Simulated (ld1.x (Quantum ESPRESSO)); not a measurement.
**Before and after: TM potential for Cd (Z = 48)**

```
Element                 : cadmium
Generator               : ld1.x (Quantum ESPRESSO) 7.5
Type                    : norm-conserving Troullier–Martins (Kleinman–Bylander form)
Functional              : PBE
Relativity              : scalar-relativistic
Frozen core             : [Kr]
Valence charge          : 12
Reference configuration : 4d9 5s0 5p0 (charge +3)
Partial waves           : 5s (bound, empty): rc 1.65 bohr; 4d (bound): rc 1.60 bohr; 5p (bound, empty): rc 2.50 bohr
Local potential         : the p channel
Core correction         : Bessel-smoothed model core, default radius (core density twice the valence density)
```

Change: reference 4d10 5s1 5p1.

Cutoffs: the cutoffs (Ry, on a coarse ladder) from which the occupation-weighted sum of valence levels, in a spherical-Bessel basis at the reference potential, stays within 10 and 1 mRy of its value at 400 Ry; they do not see the model core or the augmentation charge, which bear on the density cutoff. Errors are all-electron minus pseudo energies relative to the spin-unpolarised reference configuration.

What does the change do?

The potential gets neither clearly harder nor softer (70 Ry and 110 Ry → 70 Ry and 120 Ry); the range in which the s phases agree widens (upper end -0.2 → 1.3); the range in which the p phases agree widens (upper end 1.4 → 3.1); neither file shows a bound ghost.

```tsv
quantity	base	changed
cutoff, loose	70 Ry	70 Ry
cutoff, tight	110 Ry	120 Ry
bound ghosts	none	none
largest error over its own tests, meV	-304	-1362
s: phases at 2.71 bohr within 0.05 rad from the reference energy up to (Ry; the scan ends near 5)	-0.2	1.3
p: phases at 2.71 bohr within 0.05 rad from the reference energy up to (Ry; the scan ends near 5)	1.4	3.1
d: phases at 2.71 bohr within 0.05 rad from the reference energy up to (Ry; the scan ends near 5)	-1.7	0.3
```
